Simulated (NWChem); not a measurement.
System: BeCl2; SMILES [Cl][Be][Cl]

All runs: NWChem. All runs use the structure optimised with PBE-D3(BJ)/def2-SVP. Static field.

Question: What does the run give for PBE/def2-SVPD? Quantities: isotropic polarisability (bohr³); anisotropy (bohr³).

Answer: The isotropic polarisability (bohr³) is 43.3 and the anisotropy (bohr³) is 22.2.
